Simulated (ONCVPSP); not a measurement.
## Ge: ONCV pseudisation with PBE, scalar-relativistic reference atom.

Input for ONCVPSP 4.0.1:

```
# ATOM AND REFERENCE CONFIGURATION
# atsym  z   nc   nv     iexc    psfile
  Ge 32.00    6    2        4      upf
#
#   n    l    f
    1    0    2.00
    2    0    2.00
    2    1    6.00
    3    0    2.00
    3    1    6.00
    3    2   10.00
    4    0    2.00
    4    1    2.00
#
# PSEUDOPOTENTIAL AND OPTIMIZATION
# lmax
    2
#
#   l,   rc,      ep,       ncon, nbas, qcut
    0    1.60    0.00    3    6    3.80
    1    1.60    0.00    4    8    4.60
    2    2.30    0.14    4    7    4.00
#
# LOCAL POTENTIAL
# lloc, lpopt,  rc(5),   dvloc0
    1    5    1.60    0.00
#
# VANDERBILT-KLEINMAN-BYLANDER PROJECTORs
# l, nproj, debl
    0    2    2.60
    1    0    2.00
    2    1    3.50
#
# MODEL CORE CHARGE
# icmod, fcfact, rcfact
    3    4.00    1.45
#
# LOG DERIVATIVE ANALYSIS
# epsh1, epsh2, depsh
   -2.00    5.00    0.02
#
# OUTPUT GRID
# rlmax, drl
    6.00    0.01
#
# TEST CONFIGURATIONS
# ncnf
    4
# nvcnf
#   n    l    f
    2
    4    0    2.00
    4    1    1.00
#
    2
    4    0    2.00
    4    1    0.00
#
    2
    4    0    1.00
    4    1    0.00
#
    2
    4    0    1.00
    4    1    3.00
#
```

Command:

```bash
oncvpsp.x < Ge.dat > Ge.out
```

The program printed (shortened: citation, most of the input echo, consistency checks and plot data are left out):

```
ONCVPSP  (Optimized Norm-Conservinng Vanderbilt PSeudopotential)
scalar-relativistic version 4.0.1

#   n    l    f        energy (Ha)
    1    0    2.00    -4.0281571E+02
    2    0    2.00    -5.0412488E+01
    2    1    6.00    -4.4051811E+01
    3    0    2.00    -6.1919266E+00
    3    1    6.00    -4.2489733E+00
    3    2   10.00    -1.0771536E+00
    4    0    2.00    -4.3112376E-01
    4    1    2.00    -1.4315416E-01

Reference configufation results
  iterations    25
  all-electron total energy (Ha)   -2.09883316D+03

Begin loop to  construct optimized pseudo wave functions
and semi-local pseudopoentials for all angular momenta

   Wellstate for l =  0  n =  6
     eigenvalue =   2.1689
     asymptotic potential =   2.6689
     half-point radius =  3.7008

Calculating optimized projector #   1

 for l=   0

    Fraction of norm inside rc  0.277355
    Optimizing pswf for qcut=   3.81 a_B^-1,  ecut=   7.26 Ha
    Residual kinetic energy error=  2.29D-03 Ha

    Energy error per electron        Cutoff
         Ha          eV             Ha
         0.01000     0.27211        5.41
         0.00100     0.02721       10.51
         0.00010     0.00272       31.86
         0.00001     0.00027       53.48

Calculating optimized projector #   2

 for l=   0

    Fraction of norm inside rc  0.099183
    Optimizing pswf for qcut=   3.81 a_B^-1,  ecut=   7.26 Ha
    Residual kinetic energy error=  1.15D-02 Ha

    Energy error per electron        Cutoff
         Ha          eV             Ha
         0.01000     0.27211        7.37
         0.00100     0.02721       16.39
         0.00010     0.00272       47.67
         0.00001     0.00027       89.73

Calculating optimized projector #   1

 for l=   1

    Fraction of norm inside rc  0.115981
    Optimizing pswf for qcut=   4.59 a_B^-1,  ecut=  10.56 Ha
    Residual kinetic energy error=  1.17D-04 Ha

    Energy error per electron        Cutoff
         Ha          eV             Ha
         0.01000     0.27211        1.87
         0.00100     0.02721        6.51
         0.00010     0.00272       14.19
         0.00001     0.00027       75.44

   Wellstate for l =  2  n =  4
     eigenvalue =   0.1400
     asymptotic potential =   0.6400
     half-point radius =  8.7398

Calculating optimized projector #   1

 for l=   2

    Fraction of norm inside rc  0.054409
    Optimizing pswf for qcut=   4.01 a_B^-1,  ecut=   8.02 Ha
    Residual kinetic energy error=  2.36D-04 Ha

    Energy error per electron        Cutoff
         Ha          eV             Ha
         0.01000     0.27211        1.41
         0.00100     0.02721        4.75
         0.00010     0.00272       15.39
         0.00001     0.00027       30.91

Construct Vanderbilt / Kleinmman-Bylander projectors

B matrix Hermiticity error, ll=   0
   1   2   -1.5399E-04

  Orthonormal projector coefficients  3.2041E+00 -6.0701E-01

Model core correction analysis
  based on d2Exc/dn_idn_j

d2excae - all-electron derivatives

   -3.187473D-02   -2.444178D-02
   -2.444037D-02   -2.623767D-02

d2excps - pseudofunction derivatives with no core correction

   -4.146444D-02   -2.801757D-02
   -2.802037D-02   -2.751283D-02

rms 2nd derivative error    5.458740E-03

rmatch, rhocmatch    1.5203    0.6850

Teter function model core charge with specified parameters

d2excps - pseudofunction derivatives with core correction

   -3.072163D-02   -2.344531D-02
   -2.344482D-02   -2.546042D-02

rms 2nd derivative error    9.896715E-04

Pseudoatom total energy   -3.854633

Diagnostic tests using Vanderbilt-Kleinman-Bylander pseudopotentials
  1 or more projectors used as specified by nproj input data

   l    rcore       rmatch      e in        delta e   norm test  slope test

   0   1.6044450   1.6531594  -0.4311238   0.0000207   1.0000450   0.9995584
   0   1.6044450   1.6531594   2.1688762   0.0001060   1.0003109   1.0003109

   1   1.6044450   1.6531594  -0.1431542   0.0000021   1.0000091   1.0000080

   2   2.3110091   2.3811764   0.1400000   0.0000031   1.0000010   1.0000010

 Testing for bound ghosts
   n   l    E NL Schr. Eq   E Basis Diag.   E Cutoff

   1   0       -0.431103       -0.420083     48.37

 Testing for highly-localized positive-energy ghosts
       l    <radius>/rc     E Basis Diag.   E Cutoff

Test configuration 0

   n   l     f        eae           eps        diff
   1   0  2.0000 -402.81570560
   2   0  2.0000  -50.41248757
   2   1  6.0000  -44.05181077
   3   0  2.0000   -6.19192659
   3   1  6.0000   -4.24897334
   3   2 10.0000   -1.07715362
   4   0  2.0000   -0.43112376   -0.43110307    2.07D-05
   4   1  2.0000   -0.14315416   -0.14315203    2.13D-06

    Total energies and differences
      AE_ref= -2.09883316D+03  AE_tst= -2.09883316D+03  dif=  0.00D+00
      PS_ref= -3.85463267D+00  PS_tst= -3.85463267D+00  dif=  1.78D-15
      PSP excitation error= -1.78D-15

Test configuration 1

   n   l     f        eae           eps        diff
   1   0  2.0000 -403.15060002
   2   0  2.0000  -50.74465659
   2   1  6.0000  -44.38432619
   3   0  2.0000   -6.52362329
   3   1  6.0000   -4.58069972
   3   2 10.0000   -1.40818962
   4   0  2.0000   -0.72980429   -0.73130162   -1.50D-03
   4   1  1.0000   -0.41315242   -0.41428866   -1.14D-03

    Total energies and differences
      AE_ref= -2.09883316D+03  AE_tst= -2.09855959D+03  dif=  2.74D-01
      PS_ref= -3.85463267D+00  PS_tst= -3.58065963D+00  dif=  2.74D-01
      PSP excitation error= -4.03D-04

Test configuration 2

   n   l     f        eae           eps        diff
   1   0  2.0000 -403.55957955
   2   0  2.0000  -51.14734444
   2   1  6.0000  -44.78776752
   3   0  2.0000   -6.92516083
   3   1  6.0000   -4.98220147
   3   2 10.0000   -1.80786425
   4   0  2.0000   -1.07491036   -1.08163152   -6.72D-03

    Total energies and differences
      AE_ref= -2.09883316D+03  AE_tst= -2.09799220D+03  dif=  8.41D-01
      PS_ref= -3.85463267D+00  PS_tst= -3.01004126D+00  dif=  8.45D-01
      PSP excitation error= -3.64D-03

Test configuration 3

   n   l     f        eae           eps        diff
   1   0  2.0000 -404.08879965
   2   0  2.0000  -51.66384468
   2   1  6.0000  -45.30535013
   3   0  2.0000   -7.44173834
   3   1  6.0000   -5.49827965
   3   2 10.0000   -2.31871468
   4   0  1.0000   -1.48670540   -1.50226358   -1.56D-02

    Total energies and differences
      AE_ref= -2.09883316D+03  AE_tst= -2.09671363D+03  dif=  2.12D+00
      PS_ref= -3.85463267D+00  PS_tst= -1.72012946D+00  dif=  2.13D+00
      PSP excitation error= -1.50D-02

Test configuration 4

   n   l     f        eae           eps        diff
   1   0  2.0000 -402.88231889
   2   0  2.0000  -50.47638987
   2   1  6.0000  -44.11572528
   3   0  2.0000   -6.25782971
   3   1  6.0000   -4.31469004
   3   2 10.0000   -1.14104686
   4   0  1.0000   -0.46624101   -0.46715712   -9.16D-04
   4   1  3.0000   -0.16843102   -0.16866278   -2.32D-04

    Total energies and differences
      AE_ref= -2.09883316D+03  AE_tst= -2.09854017D+03  dif=  2.93D-01
      PS_ref= -3.85463267D+00  PS_tst= -3.56127860D+00  dif=  2.93D-01
      PSP excitation error= -3.71D-04
```

The run took about 1.9 s on one core of a shared server CPU.
